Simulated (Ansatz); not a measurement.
F2H4OSi2, SMILES `O[SiH2][SiH](F)F` at its PBE0-D4/def2-TZVP geometry, where that method's forces vanish. Charge 0, multiplicity 1.

```xyz
9

O    -0.8717    1.7668   -0.6018
Si   -0.5005    0.1943   -0.9287
Si    0.7981   -0.7519    0.7935
F     0.0887   -0.3987    2.1824
F     2.2487   -0.0938    0.8446
H    -1.2789    1.9669    0.2423
H     0.2470    0.1939   -2.2088
H    -1.7181   -0.6543   -1.0791
H     0.9868   -2.2230    0.7556
```

(1) What forces (eV/Å) does B3LYP-D4/def2-TZVPP give on these atoms in Ansatz 0.2.0? (Best estimate.)

Answers

(1) The calculation gave: 
```
O1  -0.029  0.098  0.045
Si2  0.001 -0.197 -0.174
Si3 -0.064 -0.224 -0.154
F4  -0.102  0.046  0.188
F5   0.204  0.092  0.001
H6  -0.020  0.064  0.019
H7  -0.048  0.001  0.072
H8   0.069  0.051  0.003
H9  -0.010  0.071  0.000
```

B3LYP here is the variant with VWN-RPA as its local correlation; programs differ in this.
